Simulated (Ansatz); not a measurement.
Consider the ligand exchange at the Si–Te bond: `OB(O)[Te][SiH3]` + `O[SiH](F)[SiH3]` → `F[SiH]([SiH3])O[SiH3]` + `OB(O)[TeH]`.

Gas-phase electronic energies from Ansatz, PBE0-D4/def2-TZVP geometries. CCSD(T)/CBS is the MP2 limit (def2-TZVPP, def2-QZVPP) plus CCSD(T) − MP2 in def2-TZVPP, frozen cores. DFT in def2-TZVPP. def2 core potentials past Kr. For Te outer-core shells are correlated without core-valence functions, which leaves a few kJ/mol of doubt a bond. Each species was taken in one conformer, which may not be the lowest.

`OB(O)[Te][SiH3]`:

```xyz
10

O    -0.017    1.657   -0.306
B    -0.022    0.739   -1.302
O    -0.139    1.132   -2.592
Te    0.172   -1.434   -1.038
Si    0.030   -1.391    1.443
H     0.113    1.290    0.574
H    -0.194    2.090   -2.675
H     0.990   -2.364    2.019
H     0.400   -0.027    1.931
H    -1.334   -1.692    1.946
```

`O[SiH](F)[SiH3]`:

Z-matrix (Å, degrees):
```
Si
F 1 1.603
Si 1 2.339 2 109.3
O 1 1.636 2 110.2 3 117.2
H 1 1.488 2 105.0 3 -123.8
H 3 1.487 1 109.5 2 -177.0
H 3 1.486 1 110.3 2 62.6
H 3 1.487 1 109.6 2 -57.8
H 4 0.959 1 118.9 2 71.5
```

`F[SiH]([SiH3])O[SiH3]`:

Z-matrix (Å, degrees):
```
Si
Si 1 2.346
O 1 1.623 2 111.3
F 1 1.601 2 108.0 3 -119.2
H 1 1.482 2 114.4 3 122.2
H 2 1.488 1 109.4 3 -59.1
H 2 1.487 1 110.0 3 -178.8
H 2 1.487 1 110.3 3 60.7
Si 3 1.640 1 148.0 2 -40.3
H 9 1.487 3 109.7 1 29.9
H 9 1.483 3 109.7 1 -90.5
H 9 1.482 3 108.2 1 149.5
```

`OB(O)[TeH]`:

```xyz
7

O    -1.107    0.708   -0.596
B    -0.038   -0.106   -0.437
O     0.379   -0.787   -1.531
Te    1.006   -0.343    1.492
H    -1.374    1.174    0.197
H     1.135   -1.359   -1.401
H    -0.001    0.713    2.276
```

```csv
level,ΔE (kcal/mol),difference from CCSD(T)/CBS
revPBE-D4,-5.0,3.3
BLYP-D4,-9.0,-0.7
r2SCAN-D4,-8.1,0.2
B97M-V,-10.0,-1.7
CAM-B3LYP-D4,-11.0,-2.7
ωB97X-V,-8.9,-0.6
BLYP,-9.2,-0.9
PBE0,-5.7,2.6
r2SCAN0,-8.0,0.3
HF/def2-SVP,-11.8,-3.5
CCSD/def2-SVP,-8.4,-0.1
MP2/def2-TZVPP,-7.9,0.4
CCSD(T)/def2-TZVPP,-9.3,-1.0
HF/def2-QZVPP,-15.3,-7.0
MP2/def2-QZVPP,-7.6,0.7
HF/CBS(def2),-15.4,-7.1
CCSD(T)/CBS,-8.3,0
```

Largest T1 diagnostic among the species: 0.013.

Leaving LDA and LC-ωPBE aside and taking each functional with its dispersion term where it has one, the values, not all of them listed here, spread over 6.6 kcal/mol, from CAM-B3LYP-D4 to PBE-D4. From PBE to PBE0 (25 % exact exchange), in def2-TZVPP and without D4, ΔE moves by −1.1 kcal/mol.
